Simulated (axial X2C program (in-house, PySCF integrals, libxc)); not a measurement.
## Outer orbitals of YS⁺ at 2.214 Å, HF

Calculated with an in-house relativistic program for diatomic molecules. Spin-free means the one-electron spin-free X2C Hamiltonian; two-component (2c) means X2C with spin–orbit coupling and atomic mean-field two-electron Coulomb and Gaunt terms, so the difference of the two also holds small scalar two-electron terms. Basis: Y dyall-cv3z [11s12p9d6f3g], S dyall-av3z [9s8p3d2f] (cores contracted in-house); Gaussian nuclei, density fitting, unrestricted open shells. Masses: Y 88.906 u, S 31.972 u.

The distance is close to the 2c PBE0 minimum; the highest filled and lowest empty levels are listed.

Spin-free orbitals, state M_S = 0, Λ = 0 (closed shell) (Löwdin shares):

```json
{"symmetry": "σα", "occupied": "yes", "ε (eV)": "-26.91", "atomic character": "65% S s, 13% Y d, 10% Y p"}
{"symmetry": "σα", "occupied": "yes", "ε (eV)": "-14.27", "atomic character": "69% S p, 18% Y d, 5% Y s"}
{"symmetry": "π+α", "occupied": "yes", "ε (eV)": "-13.75", "atomic character": "62% S p, 24% Y d, 6% Y f"}
{"symmetry": "π-α", "occupied": "yes", "ε (eV)": "-13.75", "atomic character": "62% S p, 24% Y d, 6% Y f"}
{"symmetry": "σα", "occupied": "no", "ε (eV)": "-5.62", "atomic character": "61% Y s, 19% Y p, 7% S p"}
{"symmetry": "π-α", "occupied": "no", "ε (eV)": "-3.97", "atomic character": "61% Y p, 33% Y d, 4% S p"}
{"symmetry": "π+α", "occupied": "no", "ε (eV)": "-3.97", "atomic character": "61% Y p, 33% Y d, 4% S p"}
{"symmetry": "σα", "occupied": "no", "ε (eV)": "-3.76", "atomic character": "46% Y d, 41% Y p, 8% S p"}
```

One partner of each degenerate Kramers or spin pair is listed.

Spinors with spin–orbit coupling (state Ω = 0):

```
  ω  occupied  ε (eV)           atomic character    λ mixture
1/2       yes  -26.92  65% S s, 13% Y d, 10% Y p       100% σ
1/2       yes  -14.27   69% S p, 18% Y d, 5% Y s       100% σ
1/2       yes  -13.78   62% S p, 24% Y d, 6% Y f       100% π
3/2       yes  -13.72   62% S p, 24% Y d, 6% Y f       100% π
1/2        no   -5.62   61% Y s, 19% Y p, 8% S p       100% σ
1/2        no   -3.98   61% Y p, 33% Y d, 4% S p  99% π, 1% σ
3/2        no   -3.95   61% Y p, 33% Y d, 4% S p       100% π
1/2        no   -3.75   46% Y d, 41% Y p, 8% S p  99% σ, 1% π
```

One partner of each degenerate Kramers or spin pair is listed.

Mulliken charges and populations of the two-component result (they depend on the basis, above all on diffuse functions):

Y 1.59 e (s 8.08 p 18.04 d 11.21 f 0.06 g 0.01), S -0.59 e (s 5.95 p 10.56 d 0.07).

Occupations by symmetry block were frozen at the best pattern of an incomplete PBE0 search.
